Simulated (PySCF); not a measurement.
**Basis and Hamiltonian dependence of the excitation energy of I²⁺**

I²⁺ [Kr] 4d10 5s2 5p3 (4S) → I²⁺ [Kr] 4d10 5s1 5p4 (4P). All values are computed (PySCF 2.14, energy differences of UHF-based or UKS calculations, no spin-orbit coupling). Values in eV.

```json
{"basis": "aug-cc-pVDZ-PP with ECP28MDF", "Hamiltonian": "ECP", "functions": "32", "UHF": "11.204", "LDA": "11.783", "PBE0": "11.558", "MP2 (valence)": "11.091", "CCSD(T) (valence)": "10.507", "CCSD(T) (valence and next inner shell)": "n/a"}
{"basis": "def2-TZVPPD with the def2 core potential (28 electrons)", "Hamiltonian": "ECP", "functions": "59", "UHF": "11.108", "LDA": "11.729", "PBE0": "11.486", "MP2 (valence)": "11.050", "CCSD(T) (valence)": "10.506", "CCSD(T) (valence and next inner shell)": "10.869"}
{"basis": "x2c-TZVPPall", "Hamiltonian": "spin-free X2C", "functions": "60", "UHF": "11.143", "LDA": "11.598", "PBE0": "11.421", "MP2 (valence)": "11.099", "CCSD(T) (valence)": "n/a", "CCSD(T) (valence and next inner shell)": "10.945"}
{"basis": "aug-cc-pVTZ-PP with one added diffuse shell each of d, f type with ECP28MDF", "Hamiltonian": "ECP", "functions": "67", "UHF": "11.121", "LDA": "11.725", "PBE0": "11.489", "MP2 (valence)": "11.054", "CCSD(T) (valence)": "10.512", "CCSD(T) (valence and next inner shell)": "n/a"}
{"basis": "ANO-RCC-VTZP", "Hamiltonian": "spin-free X2C", "functions": "68", "UHF": "11.119", "LDA": "11.558", "PBE0": "11.384", "MP2 (valence)": "11.039", "CCSD(T) (valence)": "10.531", "CCSD(T) (valence and next inner shell)": "10.940"}
{"basis": "aug-cc-pVTZ-DK3", "Hamiltonian": "spin-free X2C", "functions": "68", "UHF": "11.128", "LDA": "11.590", "PBE0": "11.409", "MP2 (valence)": "11.058", "CCSD(T) (valence)": "10.520", "CCSD(T) (valence and next inner shell)": "n/a"}
{"basis": "x2c-TZVPPall with one added diffuse shell each of s, p, d, f type", "Hamiltonian": "spin-free X2C", "functions": "76", "UHF": "11.136", "LDA": "11.588", "PBE0": "11.410", "MP2 (valence)": "11.092", "CCSD(T) (valence)": "10.572", "CCSD(T) (valence and next inner shell)": "10.941"}
{"basis": "aug-cc-pVQZ-PP with ECP28MDF", "Hamiltonian": "ECP", "functions": "92", "UHF": "11.112", "LDA": "11.720", "PBE0": "11.485", "MP2 (valence)": "11.040", "CCSD(T) (valence)": "10.504", "CCSD(T) (valence and next inner shell)": "n/a"}
{"basis": "aug-cc-pVQZ-DK3", "Hamiltonian": "spin-free X2C", "functions": "102", "UHF": "11.118", "LDA": "11.582", "PBE0": "11.400", "MP2 (valence)": "11.043", "CCSD(T) (valence)": "10.509", "CCSD(T) (valence and next inner shell)": "n/a"}
{"basis": "aug-cc-pwCVTZ-DK3", "Hamiltonian": "spin-free X2C", "functions": "109", "UHF": "11.107", "LDA": "11.576", "PBE0": "11.393", "MP2 (valence)": "11.059", "CCSD(T) (valence)": "10.518", "CCSD(T) (valence and next inner shell)": "n/a"}
{"basis": "x2c-QZVPPall", "Hamiltonian": "spin-free X2C", "functions": "112", "UHF": "11.111", "LDA": "11.580", "PBE0": "11.396", "MP2 (valence)": "11.041", "CCSD(T) (valence)": "10.507", "CCSD(T) (valence and next inner shell)": "n/a"}
{"basis": "aug-cc-pwCVTZ-DK3 with one added diffuse shell each of s, p, d, f type", "Hamiltonian": "spin-free X2C", "functions": "125", "UHF": "11.107", "LDA": "11.576", "PBE0": "11.393", "MP2 (valence)": "11.059", "CCSD(T) (valence)": "n/a", "CCSD(T) (valence and next inner shell)": "n/a"}
{"basis": "aug-cc-pV5Z-PP with ECP28MDF", "Hamiltonian": "ECP", "functions": "139", "UHF": "11.109", "LDA": "11.718", "PBE0": "11.482", "MP2 (valence)": "11.036", "CCSD(T) (valence)": "n/a", "CCSD(T) (valence and next inner shell)": "n/a"}
```

Task: Estimate the row for aug-cc-pwCVTZ-PP with ECP28MDF (ECP, 96 functions).

Result: From the rows with the same Hamiltonian and similar size; the calculation gives UHF 11.11; LDA 11.72; PBE0 11.48; MP2 (valence) 11.06; CCSD(T) (valence) 10.51 (eV).

Frozen in the all-electron rows: valence and next inner shell: [Ar] 3d10; valence: [Kr] 4d10; with a core potential, the same shells as far as they lie outside it.
